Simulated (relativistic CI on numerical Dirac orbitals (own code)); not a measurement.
# Cu2+: calculation against measurement

Calculated at this level of theory: Dirac-Coulomb-Breit CI, orbitals from a KLI potential per configuration, a model potential for QED, valence Slater integrals scaled by 0.85, P86 correlation energy added to each configuration (own radial code, finite nucleus).

Configuration list (outside the closed core [Ar]): 3d9, 3d8 4s, 3d8 4p, 3d7 4s2, 3d8 5s, 3d8 4d, 3d8 5p, 3d7 4s 4p, 3d8 4f, 3d8 5d, 3d8 5f, 3d8 5g, 3d7 4p2, 3d7 4s 5s. Levels of other configurations are missing.

| Configuration | Term (tabulated) | J | Measured (cm⁻¹) | Computed | Error | Purity (%) |
| --- | --- | --- | --- | --- | --- | --- |
| 3d9 | 2D | 5/2 | 0.0 | 0 | 0 | 100 |
| 3d9 | 2D | 3/2 | 2071.7 | 1982 | -90 | 100 |
| 3d8 4s | 4F | 9/2 | 60805.2 | 55380 | -5426 | 100 |
| 3d8 4s | 4F | 7/2 | 62065.1 | 56616 | -5449 | 98 |
| 3d8 4s | 4F | 5/2 | 63148.8 | 57663 | -5486 | 99 |
| 3d8 4s | 4F | 3/2 | 63886.5 | 58388 | -5499 | 99 |
| 3d8 4s | 2F | 7/2 | 67016.7 | 61844 | -5173 | 97 |
| 3d8 4s | 2D | 5/2 | 77968.2 | 73256 | -4712 | 59 |
| 3d8 4s | 2D | 3/2 | 78780.0 | 73881 | -4899 | 86 |
| 3d8 4s | 4P | 3/2 | 80305.7 | 75769 | -4536 | 90 |
| 3d8 4s | 4P † | 1/2 | 80423.5 | 75970 | -4453 | 99 |
| 3d8 4s | 4P † | 5/2 | 80552.1 | 75816 | -4736 | 60 |
| 3d8 4s | 2P | 1/2 | 86133.7 | 81888 | -4246 | 99 |
| 3d8 4s | 2G | 9/2 | 89018.3 | 82717 | -6301 | 100 |
| 3d8 4s | 2G | 7/2 | 89046.7 | 82748 | -6299 | 100 |
| 3d8 4p | 4D° | 7/2 | 118884.9 | 111940 | -6945 | 96 |
| 3d8 4p | 4D° | 5/2 | 120577.9 | 113581 | -6997 | 96 |
| 3d8 4p | 4G° | 9/2 | 121337.7 | 114368 | -6969 | 64 |
| 3d8 4p | 4G° | 11/2 | 121699.1 | 114544 | -7155 | 100 |
| 3d8 4p | 4D° | 3/2 | 121864.5 | 114817 | -7047 | 97 |
| 3d8 4p | 4G° | 7/2 | 122504.1 | 115447 | -7057 | 78 |
| 3d8 4p | 4D° | 1/2 | 122837.3 | 115564 | -7273 | 99 |
| 3d8 4s | 2S | 1/2 | 122860.8 | 118276 | -4585 | 99 |
| 3d8 4p | 4G° | 5/2 | 123440.7 | 116350 | -7090 | 91 |
| 3d8 4p | 4F° | 9/2 | 123550.4 | 116248 | -7302 | 80 |
| 3d8 4p | 4F° | 5/2 | 125382.1 | 118051 | -7331 | 84 |
| 3d8 4p | 4F° | 3/2 | 125744.8 | 118444 | -7301 | 93 |
| 3d8 4p | 2G° | 7/2 | 126094.1 | 119126 | -6968 | 79 |
| 3d8 4p | 2F° | 7/2 | 126829.8 | 119831 | -6999 | 76 |
| 3d8 4p | 2F° | 5/2 | 128079.9 | 121721 | -6359 | 73 |
| 3d8 4p | 2D° | 3/2 | 128435.6 | 121753 | -6683 | 94 |
| 3d8 4p | 4P° | 3/2 | 136483.6 | 130292 | -6192 | 69 |
| 3d8 4p | 4P° | 5/2 | 136607.9 | 130384 | -6223 | 66 |
| 3d8 4p | 4P° | 1/2 | 137041.6 | 130874 | -6167 | 83 |
| 3d8 4p | 2F° | 5/2 | 138085.0 | 131451 | -6634 | 82 |
| 3d8 4p | 2F° | 7/2 | 138982.9 | 132134 | -6849 | 90 |
| 3d8 4p | 2D° | 3/2 | 138989.0 | 132599 | -6390 | 67 |
| 3d8 4p | 2P° | 1/2 | 139261.5 | 132568 | -6693 | 82 |
| 3d8 4p | 2D° | 5/2 | 139757.5 | 133296 | -6461 | 76 |
| 3d8 4p | 2P° | 3/2 | 140201.7 | 133389 | -6813 | 69 |
| 3d8 4p | 4D° | 5/2 | 142427.1 | 135986 | -6441 | 84 |
| 3d8 4p | 4D° | 3/2 | 142513.2 | 136051 | -6462 | 94 |
| 3d8 4p | 4D° † | 1/2 | 142550.8 | 136070 | -6481 | 98 |
| 3d8 4p | 4D° † | 7/2 | 142820.0 | 136171 | -6649 | 89 |
| 3d8 4p | 2D° | 5/2 | 144195.4 | 138052 | -6143 | 86 |
| 3d8 4p | 2D° | 3/2 | 144876.3 | 138876 | -6000 | 80 |
| 3d8 4p | 2P° | 3/2 | 145353.8 | 139365 | -5989 | 78 |
| 3d8 4p | 2H° | 9/2 | 146534.5 | 138646 | -7889 | 99 |
| 3d8 4p | 2P° | 1/2 | 146675.3 | 140602 | -6073 | 90 |
| 3d8 4p | 2H° | 11/2 | 147647.9 | 139611 | -8037 | 100 |
| 3d8 4p | 2S° | 1/2 | 147653.4 | 141401 | -6252 | 90 |
| 3d8 4p | 4S° | 3/2 | 147806.7 | 141019 | -6788 | 95 |
| 3d8 4p | 2F° | 7/2 | 147817.3 | 140119 | -7698 | 97 |
| 3d8 4p | 2F° | 5/2 | 148663.9 | 140848 | -7815 | 98 |
| 3d8 4p | 2G° | 7/2 | 153609.9 | 145216 | -8393 | 98 |
| 3d8 4p | 2G° | 9/2 | 153808.2 | 145386 | -8422 | 99 |
| 3d7 4s2 | 4F | 9/2 | 166159.4 | 157364 | -8795 | 96 |
| 3d7 4s2 | 4F | 7/2 | 167739.1 | 158915 | -8824 | 96 |
| 3d7 4s2 | 4F | 5/2 | 168857.0 | 160014 | -8843 | 96 |
| 3d7 4s2 | 4F | 3/2 | 169608.3 | 160753 | -8855 | 96 |
| 3d8 4p | 2P° | 1/2 | 182900.1 | 176711 | -6189 | 99 |

Measured levels from Sugar and Musgrove, J. Phys. Chem. Ref. Data 19, 527 (1990); pairs were made by configuration, J and term (by order where the table uses no LS term), so strongly mixed levels may be paired wrongly. Some J values or terms of the table were assigned by a fit.

Mean error by configuration (cm⁻¹): 3d9 -90; 3d8 4s -5218; 3d8 4p -6884; 3d7 4s2 -8829. Over the excited levels the mean absolute error is 6545 cm⁻¹ (60 of the 60 excited levels that our extract of the source holds in range could be paired), and the median relative error of those above 1,000 cm⁻¹ is 5.3 %. † marks terms whose computed intervals miss the measured ones by more than a factor of 2.5, or configurations far off the rest, from wrong mixing, a near crossing or a doubtful label or measurement; they are left out of the means.
